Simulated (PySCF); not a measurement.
## How methods differ on the ionisation energy of S²⁺

S²⁺ [Ne] 3s2 3p2 (3P) → S³⁺ [Ne] 3s2 3p1 (2P), as a difference of total energies. Calculation: PySCF 2.14, in cc-pV(D+d)Z; no relativity, point nucleus. Correlated levels: valence: [Ne] frozen. The calculations carry no spin-orbit coupling.

```csv
method,ionisation energy (eV)
UHF,34.129
M06-L,34.680
M06-2X,34.634
MP2 (valence),34.454
SCS-MP2 (valence),34.373
CCSD (valence),34.489
CCSD(T) (valence),34.498
```

Question: How much does correlation contribute at CCSD(T) (valence)?

Answer: 34.498 − (34.129) = 0.369 eV, measured against UHF.

The reference lies between the lowest fine-structure levels, while these numbers refer to the centres of the terms.

Errors of the correlated levels include the incompleteness of this basis and the frozen core.

For comparison: 34.86 ± 0.04 eV (semi-empirical (NIST evaluation); NIST Atomic Spectra Database, ionization energies).
